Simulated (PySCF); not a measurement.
**Xe²⁺: excitation energy**

Xe²⁺ [Kr] 4d10 5s2 5p4 (3P) → Xe²⁺ [Kr] 4d10 5s1 5p5 (3P), as a difference of total energies. All numbers are calculated (PySCF 2.14, scalar relativity by spin-free X2C-1e, in x2c-QZVPPall). Correlated levels: valence: [Kr] 4d10 frozen. The calculations carry no spin-orbit coupling.

```json
{"method": "UHF", "excitation energy (eV)": "14.001"}
{"method": "MP2 (valence)", "excitation energy (eV)": "12.954"}
{"method": "SCS-MP2 (valence)", "excitation energy (eV)": "12.813"}
{"method": "CCSD (valence)", "excitation energy (eV)": "12.114"}
{"method": "CCSD(T) (valence)", "excitation energy (eV)": "11.754"}
```

Problem. How much does correlation contribute at CCSD(T) (valence)?

Solution. 11.754 − (14.001) = -2.247 eV, measured against UHF.

A first-order spin-orbit estimate (lowest level to lowest level, LS coupling) adds -0.020 eV.

The coupled-cluster amplitudes are large for the upper state (T1 above 0.03 or a double amplitude above 0.15), so a single reference is strained.
